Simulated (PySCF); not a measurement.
Computed shifts of a molecule CH11NOSi3, PBE0/pcSseg-1 (PySCF), GIAO, gas phase, atoms alike by connectivity averaged where their shifts nearly agree, in ppm (number of nuclei): ²⁹Si: 2.5 (1), -50.6 (1), -112.9 (1). ¹³C: 38.3 (1). ¹⁵N: 4.3 (1). ¹H: 5.41 (1), 4.89 (3), 3.60 (3), 2.91 (1), 2.23 (1), 0.90 (1), 0.46 (1). References: ¹⁷O against H2O (σ = 334.2 ppm); ²⁹Si against TMS (σ = 352.7 ppm); ¹³C against TMS (σ = 186.3 ppm); ¹⁵N against NH3 (σ = 267.4 ppm); ¹H against TMS (σ = 31.56 ppm), references at their B3LYP-D3(BJ)/def2-TZVP geometries, non-relativistic. Geometry optimised at B3LYP-D3(BJ)/def2-SVP. The values are those of a single conformer.

Identify the compound among the candidates.
(A) CN[SiH2][SiH2][SiH2]O
(B) O[Si@@H]([SiH3])CN[SiH3]
(C) CN([SiH2]O)[SiH2][SiH3]
(D) C[Si@@H](N[SiH3])[SiH2]O

B, O[Si@@H]([SiH3])CN[SiH3]
